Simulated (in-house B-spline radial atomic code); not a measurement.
**Ionising Ca X (Ca9+) with different functionals**

Computed with an all-electron radial atomic-structure program (B-spline basis): non-relativistic Hamiltonian, point nucleus, spin-polarised at highest spin, spherical fractional occupations for the functionals, the average over the highest-spin determinants for Hartree-Fock. The ionisation energy is the difference of two self-consistent energies, [Ne] 3s1 → [He] 2s2 2p6, without Breit or QED terms; ε is the level of the shell that loses the electron (its least bound occupied spin orbital).

```tsv
method	rung	ΔSCF (eV)	-ε(3s) (eV)
Hartree-Fock	Hartree-Fock	209.83	209.88
HF fractional	Hartree-Fock	209.83	209.88
LDA VWN5	LDA	211.22	201.47
LDA PW92	LDA	211.21	201.46
LDA exchange-only	LDA	210.03	200.30
PBE	GGA	211.54	201.43
PBEsol	GGA	210.98	201.27
BLYP	GGA	212.02	201.67
RPBE	GGA	211.39	201.29
PW91	GGA	211.66	201.63
BP86	GGA	210.94	201.50
AM05	GGA	210.71	201.22
OLYP	GGA	211.45	201.41
TPSS	meta-GGA	210.89	201.43
SCAN	meta-GGA	210.28	201.90
r2SCAN	meta-GGA	210.15	201.82
M06-L	meta-GGA	209.05	201.22
revTPSS	meta-GGA	210.61	201.41
PBE0	global hybrid	211.20	203.69
B3LYP	global hybrid	211.85	203.60
TPSSh	global hybrid	210.81	202.33
M06-2X	global hybrid	211.04	206.68
BHandHLYP	global hybrid	211.49	206.11
r2SCAN0	global hybrid	210.24	204.00
B97-1	global hybrid	210.67	203.03
HSE06	range-separated hybrid	211.25	203.36
wB97X	range-separated hybrid	208.97	206.14
CAM-B3LYP	range-separated hybrid	211.82	205.57
LC-wPBE	range-separated hybrid	211.55	206.99
```

Question: Among the functionals, which spreads more, the ΔSCF values or the orbital energies?

Answer: The orbital energies: ΔSCF values span about 3.05 eV and the orbital energies 6.68 eV.

Question: How do they compare with the NIST value?

Answer: NIST lists 211.275 eV ± 0.004 (semi-empirical, ground level to ground level). Errors run from -2.30 to +0.75 eV; HSE06 is closest (-0.02 eV), but part of that can be cancellation, since the calculations leave out relativity, Breit-QED terms. Hartree-Fock also lacks correlation.
